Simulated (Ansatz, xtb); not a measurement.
BrFH3Si2: 4 structures ranked

4 gas-phase structures of BrFH3Si2, found in a search over its isomers (lower ones may exist). Each was relaxed with GFN2-xTB; where two conformers were screened, the lower at r2SCAN-D4/def2-SVP is listed:

A. `F[SiH][SiH2]Br`, a doublet
B. `F[Si@H]([SiH2])Br`, a doublet
C. `F[SiH2][SiH]Br`, a doublet
D. `F[Si]([SiH3])Br`, a doublet

Make a reasoned guess at their ranking by r2SCAN-D4/def2-SVP single-point energy.

Calculated order at r2SCAN-D4/def2-SVP: B (0.000), D (0.017), C (0.175), A (0.321) eV. Less than 1 kcal/mol parts B and D, so the order within that pair means little.

Energies above the lowest of each column, in eV; the last columns are at PBE0-D3(BJ)/def2-SVP geometries:

```json
{"structure": "B", "GFN2-xTB": "0.313", "HF/STO-3G": "0.389", "r2SCAN-D4/def2-SVP": "0.000", "PBE0-D3(BJ)/def2-SVP": "0.005", "CCSD(T)/def2-SVP + ΔMP2/def2-TZVPP": "0.000"}
{"structure": "D", "GFN2-xTB": "0.227", "HF/STO-3G": "0.000", "r2SCAN-D4/def2-SVP": "0.017", "PBE0-D3(BJ)/def2-SVP": "0.000", "CCSD(T)/def2-SVP + ΔMP2/def2-TZVPP": "0.043"}
{"structure": "C", "GFN2-xTB": "0.000", "HF/STO-3G": "0.395", "r2SCAN-D4/def2-SVP": "0.175", "PBE0-D3(BJ)/def2-SVP": "0.089", "CCSD(T)/def2-SVP + ΔMP2/def2-TZVPP": "0.089"}
{"structure": "A", "GFN2-xTB": "0.206", "HF/STO-3G": "0.379", "r2SCAN-D4/def2-SVP": "0.321", "PBE0-D3(BJ)/def2-SVP": "0.243", "CCSD(T)/def2-SVP + ΔMP2/def2-TZVPP": "0.233"}
```

CCSD(T)/def2-SVP + ΔMP2/def2-TZVPP puts B lowest; GFN2-xTB picks C, HF/STO-3G picks D. Flexible structures stand in one conformer each, not always the lowest. Open shells are spin-unrestricted. ΔMP2 is the change of the MP2 energy from the smaller to the larger basis.

Over these structures GFN2-xTB departs from r2SCAN-D4/def2-SVP by 0.203 eV on average once a common shift is removed. A GFN2-xTB relaxation took about 0.066 s and the r2SCAN-D4/def2-SVP energy about 1.6 s on a shared host (Ansatz 0.2.0, xtb 6.7.1).
